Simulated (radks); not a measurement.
Results of a calculation; reference values are marked as such.
Neutral chromium inside a hard spherical wall (all orbitals vanish at R), configuration held at [Ar] 3d5 4s1 and not refilled when levels cross. Code: a radial shooting solver on a logarithmic mesh with Libxc functionals. Model: non-relativistic Kohn-Sham, PBE, spin-unpolarised, spherical densities, point nucleus. Eigenvalues in eV, with the zero of energy where the potential of the charges vanishes at infinity; a dash marks a level that is unbound or too diffuse for the functional's potential to be trusted. A positive occupied level is held by the wall or, in an anion where self-interaction has pushed it up, behind a barrier. The pressure on the wall is -dE/dV.

R (bohr)  E (hartree)  kinetic (hartree)    e(3s)    e(3p)   e(4s)   e(3d)  e(4p, empty)  e(5s, empty)  pressure (GPa)
free      -1044.03069           1043.139  -72.512  -45.103  -3.913  -2.995        -0.984             -               0
20        -1044.03069           1043.139  -72.512  -45.103  -3.913  -2.995        -0.983             -        < 0.0001
10        -1044.02993           1043.146  -72.441  -45.031  -3.855  -2.927        -0.751         2.111          0.0179
5         -1043.91565           1043.629  -69.400  -42.033  -0.387  -0.124         4.747        23.453            11.5
4         -1043.67822           1044.432  -65.912  -38.636   5.037   3.205        11.920        46.230            61.0
3         -1042.74848           1047.362  -57.868  -30.805  22.890  11.679        33.432        106.66             481
2         -1036.76405           1066.554  -31.425   -3.433  109.27  43.621        125.73        329.39            9010
